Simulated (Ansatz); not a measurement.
`O=CB(F)[SiH3]` + H₂ → `O=CB[SiH3]` + H–F  (hydrogenolysis of a B–F bond)

Isolated molecules relaxed with PBE0-D4/def2-TZVP in Ansatz; ΔE leaves out vibrations. CCSD(T)/CBS adds triple-zeta CCSD(T) − MP2 to the extrapolated MP2 energy (def2 sets, frozen cores). This one scheme is used for every species. DFT in def2-TZVPP. One conformer a species, not always the lowest.

`O=CB(F)[SiH3]`:

Z-matrix (Å, degrees):
```
Si
B 1 2.035
H 1 1.487 2 109.4
H 1 1.488 2 109.1 3 -118.9
H 1 1.487 2 111.2 3 120.7
C 2 1.610 1 121.0 3 56.9
F 2 1.321 1 122.8 3 -123.6
O 6 1.209 2 120.5 1 3.0
H 6 1.116 2 119.9 1 -177.4
```

H₂:

Cartesian coordinates in Å:
```
H -0.268 0.258 0.025
H 0.268 -0.258 -0.025
```

`O=CB[SiH3]`:

```xyz
9

O     1.468   -0.661    1.438
C     0.464   -1.261    1.082
B     0.344   -0.643   -0.316
Si   -0.596    1.108   -0.609
H    -0.042   -1.994    1.733
H     0.951   -1.188   -1.191
H    -1.785    0.830   -1.467
H    -1.071    1.725    0.658
H     0.267    2.084   -1.327
```

H–F:

```xyz
2

F     0.028   -0.389   -0.244
H    -0.028    0.389    0.244
```

```tsv
level	ΔE (kcal/mol)
B97M-V	25.5
SCS-MP2/def2-TZVPP	27.1
```

Question: What does CCSD(T)/CBS give? (An estimate is asked.)

Answer: Ansatz gave: +25.5 kcal/mol. The listed levels differ from it by 0.0, 1.6 kcal/mol.

Largest T1 diagnostic among the species: 0.021, so the coupled-cluster value is less sure than usual.

From BLYP to BHLYP (50 % exact exchange), in def2-TZVPP and without D4, ΔE moves by +2.4 kcal/mol. Leaving LDA and LC-ωPBE aside and taking each functional with its dispersion term where it has one, the values, not all of them listed here, spread over 5.1 kcal/mol, from PBE-D4 to BHLYP-D4.
